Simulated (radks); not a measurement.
Problem. Radial electron density D(r) = 4 pi r^2 rho(r) of an atom or ion with 20 electrons. Method: scalar-relativistic Kohn-Sham, r2SCAN, spin-polarised, spherical densities, finite nucleus; meta-GGA in the generalised Kohn-Sham scheme; Fermi nuclear charge, rms radius of each element as measured or else 0.836 A^(1/3) + 0.57 fm; computed with a radial shooting solver on a logarithmic mesh with Libxc functionals.

r (bohr),D(r) (e/bohr)
0.002512,0.4091
0.003297,0.6791
0.004328,1.116
0.005681,1.811
0.007456,2.890
0.009787,4.510
0.01285,6.838
0.01686,9.982
0.02231,13.99
0.02929,18.19
0.03844,21.78
0.05045,23.53
0.06623,22.60
0.08693,19.62
0.1141,17.20
0.1498,18.18
0.1966,22.27
0.258,24.67
0.3387,20.74
0.4446,12.32
0.5835,6.531
0.7659,6.530
1.005,7.798
1.32,6.113
1.746,2.890
2.292,1.078
3.008,0.6805
3.948,0.5716
5.183,0.3190
6.803,0.09627
8.929,0.01371
11.72,0.0008101

What is the nuclear charge?

Solution. Z = 20. The innermost maximum, from 1s, lies near gamma/Z bohr with gamma = sqrt(1 - (Z/c)^2) = 0.989, here 0.0495 bohr (found: 0.0529), and its height grows with Z. The density is that of neutral calcium in [Ar] 4s2; the configuration itself is not fixed sharply by these data, and Z only to about a unit. D(r) has 3 maxima, at r = 0.0529, 0.254, 1.01 bohr, and minima at 0.123, 0.658 bohr, inside which lie 2.15, 10.33 electrons.
